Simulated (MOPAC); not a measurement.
MOPAC input (PM7):

```
PM7 1SCF CHARGE=1 GEO-OK AUX(PRECISION=9) THREADS=1
H3BClO2

O     1.17069600 1   -0.14424900 1    1.15529500 1
B     0.16098500 1   -0.12738200 1    0.32510000 1
O    -1.06002700 1   -0.95686500 1    0.63481500 1
Cl    0.00386000 1    0.73885700 1   -1.13896600 1
H     1.24800600 1   -0.63776900 1    1.97969100 1
H    -1.81868800 1   -0.95079700 1    0.02124600 1
H    -1.18521000 1   -1.52618500 1    1.41511100 1
```

From the output:

```
                                                       MOPAC v23.2.5 Linux

          FINAL HEAT OF FORMATION =          9.52764 KCAL/MOL =      39.86364 KJ/MOL

          COSMO AREA              =         99.50 SQUARE ANGSTROMS
          COSMO VOLUME            =         81.96 CUBIC ANGSTROMS

          IONIZATION POTENTIAL    =         16.195576 EV
          HOMO LUMO ENERGIES (EV) =        -16.196 -5.868
          NO. OF FILLED LEVELS    =         12
          MOLECULAR WEIGHT        =         81.2855         POINT GROUP:  Cs

          MOLECULAR DIMENSIONS (Angstroms)

            Atom       Atom       Distance
            H     6    H     5     3.65214
            H     7   Cl     4     3.61058
            O     3    B     2     0.00000

          SCF CALCULATIONS        =          1

   ATOM   CHEMICAL          X               Y               Z
  NUMBER   SYMBOL      (ANGSTROMS)     (ANGSTROMS)     (ANGSTROMS)

     1       O          1.17069600  *  -0.14424900  *   1.15529500  *
     2       B          0.16098500  *  -0.12738200  *   0.32510000  *
     3       O         -1.06002700  *  -0.95686500  *   0.63481500  *
     4      Cl          0.00386000  *   0.73885700  *  -1.13896600  *
     5       H          1.24800600  *  -0.63776900  *   1.97969100  *
     6       H         -1.81868800  *  -0.95079700  *   0.02124600  *
     7       H         -1.18521000  *  -1.52618500  *   1.41511100  *

                             CARTESIAN COORDINATES

   1    O        1.170696000    -0.144249000     1.155295000
   2    B        0.160985000    -0.127382000     0.325100000
   3    O       -1.060027000    -0.956865000     0.634815000
   4   Cl        0.003860000     0.738857000    -1.138966000
   5    H        1.248006000    -0.637769000     1.979691000
   6    H       -1.818688000    -0.950797000     0.021246000
   7    H       -1.185210000    -1.526185000     1.415111000

           Empirical Formula: H3 O2 B Cl  =     7 atoms

      MOLECULAR POINT GROUP   :   Cs

                  EIGENVALUES
 -38.02235 -35.82269 -30.10335 -26.58233 -25.56096 -24.47093 -21.45970 -19.53217
 -19.11055 -18.63748 -16.23067 -16.19558  -5.86825  -5.68050  -4.40609  -3.23588
  -2.05776  -1.16573   0.37123  63.42661  63.55729  63.59297  64.10726  64.11623

              NET ATOMIC CHARGES AND DIPOLE CONTRIBUTIONS

  ATOM NO.   TYPE          CHARGE      No. of ELECS.   s-Pop       p-Pop       d-Pop
    1          O          -0.490023        6.4900     1.70520     4.78482
    2          B           0.695525        2.3045     0.67339     1.63109
    3          O          -0.535212        6.5352     1.65110     4.88411
    4         Cl           0.030918        6.9691     1.98866     4.97505     0.00537
    5          H           0.399360        0.6006     0.60064
    6          H           0.455184        0.5448     0.54482
    7          H           0.444247        0.5558     0.55575
 DIPOLE           X         Y         Z       TOTAL
 POINT-CHG.    -3.714    -4.315     3.712     6.797
 HYBRID        -0.290    -0.713     0.871     1.162
 SUM           -4.005    -5.028     4.582     7.894

          ATOMIC ORBITAL ELECTRON POPULATIONS

     Atom    s        px        py        pz      x^2-y^2     xz        z^2       yz        xy
    1  O   1.70520   1.64217   1.68007   1.46257
    2  B   0.67339   0.47825   0.49294   0.65990
    3  O   1.65110   1.56371   1.75702   1.56338
    4 Cl   1.98866   1.90650   1.70253   1.36602   0.00033   0.00127   0.00120   0.00191   0.00066
    5  H   0.60064
    6  H   0.54482
    7  H   0.55575

 **********************
 *                    *
 * JOB ENDED NORMALLY *
 *                    *
 **********************

 == MOPAC DONE ==
```

The dipole moment of an ion depends on the origin.

The geometry given is a B3LYP-D3(BJ)/def2-TZVP minimum.
